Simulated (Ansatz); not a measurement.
Two members of one family (SinHm), computed with Ansatz in the gas phase. The two geometries come from different levels. HOMO and LUMO are taken over both spins. The spins of the ions were chosen, not always searched. A dash marks a value that wasn't run or was left out as unsound. The structures are stationary points that may keep the symmetry of their start.

First: Si6H3⁺ (singlet, charge 1, PBE0-D4/def2-SVP geometry).

```xyz
9

Si   -1.123   -0.072    1.620
Si   -0.127    1.539   -0.097
Si   -1.001   -0.487   -0.784
Si    1.334    0.751    1.585
Si    1.543    0.279   -1.275
Si    0.813   -1.244    0.430
H     1.182   -2.653    0.699
H    -0.688    2.885   -0.351
H    -1.933   -0.998   -1.826
```

```
              level  HOMO (eV)  LUMO (eV)  gap (eV)  vertical EA (eV)
    PBE-D4/def2-SVP     -10.03      -7.70      2.33                 –
   PBE-D4/def2-TZVP      -9.91      -7.58      2.33              5.41
r2SCAN-D4/def2-TZVP     -10.06      -7.55      2.51                 –
     B3LYP-D4/6-31G     -10.68      -7.13      3.55                 –
  PBE0-D4/def2-TZVP     -10.73      -6.90      3.83              5.41
```

Second: Si8H8⁺ (doublet, charge 1, PBE-D4/def2-SVP geometry; reduced ion singlet).

```xyz
16

Si   -0.3839   -1.4354   -1.2785
Si   -0.7162   -0.2309    1.8016
Si    0.5924    0.5696   -2.1060
Si   -0.0665    2.4774   -0.9774
Si    0.2200    1.8870    1.2474
Si    1.9626    0.9184   -0.1230
Si   -2.2418   -0.9255    0.1158
Si    1.0853   -1.2335    0.5948
H     1.1673    0.7756   -3.4767
H    -2.8481   -2.2303    0.5562
H     3.3337    1.5195   -0.2376
H    -0.9980   -0.3866    3.2695
H     0.4852    3.0272    2.1867
H    -0.4068   -2.5467   -2.2898
H     2.0874   -2.2330    1.0935
H    -3.2726    0.0471   -0.3766
```

**Question.** Estimate how these quantities change from the first to the second (second minus first).

**Answer.** 
```
              level  Δ HOMO (eV)  Δ LUMO (eV)  Δ gap (eV)  Δ vertical EA (eV)
    PBE-D4/def2-SVP         0.48        -1.00       -1.48                   –
   PBE-D4/def2-TZVP         0.43        -1.05       -1.48                1.24
r2SCAN-D4/def2-TZVP         0.29        -0.90       -1.19                   –
     B3LYP-D4/6-31G         0.47        -1.02       -1.49                   –
  PBE0-D4/def2-TZVP         0.32        -1.01       -1.33                1.26
```
